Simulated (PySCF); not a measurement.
# Molecular orbitals of SeBr

r²SCAN0 at R = 2.273 Å; PySCF, no relativity, basis sets Se def2-TZVPP, Br def2-TZVPP. State: ²Π (doublet), unpaired electrons π ↑. Only the outer orbitals are listed, counted within each symmetry.

| spin | orbital | occ. | ε (eV) | on Se (%) | main shells (%) |
| --- | --- | --- | --- | --- | --- |
| α | 13σ | 1 | -23.59 | 25 | 73 Br s, 22 Se s |
| α | 14σ | 1 | -19.27 | 71 | 71 Se s, 24 Br s |
| α | 15σ | 1 | -11.41 | 44 | 53 Br p, 38 Se p |
| α | 7π | 1 | -10.63 | 42 | 57 Br p, 41 Se p |
| α | 7π | 1 | -10.05 | 26 | 74 Br p, 25 Se p |
| α | 8π | 1 | -8.16 | 58 | 58 Se p, 41 Br p |
| α | 8π | 1 | -7.19 | 74 | 74 Se p, 25 Br p |
| α | 16σ | 0 | -2.42 | 60 | 56 Se p, 35 Br p |
| α | 17σ | 0 | 4.98 | 74 | 62 Se p, 28 Br d, 11 Se d |
| α | 9π | 0 | 5.35 | 67 | 52 Se d, 30 Br d, 14 Se p |
| β | 13σ | 1 | -23.30 | 19 | 78 Br s, 15 Se s |
| β | 14σ | 1 | -18.15 | 75 | 74 Se s, 18 Br s |
| β | 15σ | 1 | -11.20 | 45 | 53 Br p, 36 Se p |
| β | 7π | 1 | -9.96 | 23 | 76 Br p, 22 Se p |
| β | 7π | 1 | -9.66 | 13 | 86 Br p, 12 Se p |
| β | 8π | 1 | -6.90 | 77 | 77 Se p, 22 Br p |
| β | 8π | 0 | -4.28 | 86 | 86 Se p, 12 Br p |
| β | 16σ | 0 | -2.09 | 62 | 56 Se p, 33 Br p |
| β | 17σ | 0 | 5.19 | 78 | 73 Se p, 30 Br d |

Which are the highest filled and the lowest empty level, where do they sit, and how wide is the gap?

Highest filled β 8π at -6.90 eV (in %: 77 Se p, 22 Br p); lowest empty β 8π at -4.28 eV (in %: 86 Se p, 12 Br p); the gap at r²SCAN0 is 2.62 eV. Both belong to one degenerate shell, split only by its one-sided filling, so this is no excitation gap.

```
bond order (Mayer)                               : 1.27
⟨S²⟩                                             : 0.756
charge on Se (Mulliken, basis-dependent)         : 0.07
charge on Se (Löwdin, basis-dependent)           : -0.03
dipole moment (positive dipole means Se(−)Br(+)) : -0.31 D
```

Spin–orbit coupling is left out. The state is the lowest determinant that a PBE0 search found; another state may lie lower at other levels.
